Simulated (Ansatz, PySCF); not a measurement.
Gas-phase reaction in SMILES: [CH3][GeH3] -> [GeH3] (GeH3) + [CH3] (CH3) (the C-Ge bond at the site shown breaks; other sites are not compared here)
Structures are relaxed separately at B3LYP-D3(BJ)/def2-TZVP in Ansatz (a quantum-chemistry and plane-wave program). Frequencies are from Ansatz or PySCF.

Quantity: bond dissociation energy (enthalpy at 298 K, with B3LYP-D3(BJ) rigid-rotor harmonic-oscillator terms), in kJ/mol. Cores are frozen in the correlated levels unless marked. Open shells are spin-unrestricted. Spin-orbit coupling is left out. Frozen are the shells of the preceding noble gas and the d and f shells that filled before the atom's block. Non-relativistic. CBS marks a two-point X^-3 extrapolation of the correlation energy; Hartree-Fock from the larger set. [CCSD(T)-MP2]/basis is that difference in the basis named.

| level | program | bond dissociation energy (kJ/mol) |
|---|---|---|
| B3LYP-D3(BJ)/def2-TZVPD | Ansatz + dftd3 | 315.4 |
| PBE0/def2-TZVP | Ansatz | 319.3 |
| BHLYP/def2-TZVPD | Ansatz | 302.9 |
| CAM-B3LYP-D3(BJ)/def2-TZVPD | Ansatz + dftd3 | 320.3 |
| B2PLYP/def2-TZVPD | Ansatz | 316.3 |
| RI-MP2/CBS(def2-TZVPPD,def2-QZVPPD)+[CCSD(T)-MP2]/def2-SVPD | Ansatz | 329.7 |
| CCSD(T)/CBS(aug-cc-pVTZ,aug-cc-pVQZ) | Ansatz | 328.4 |
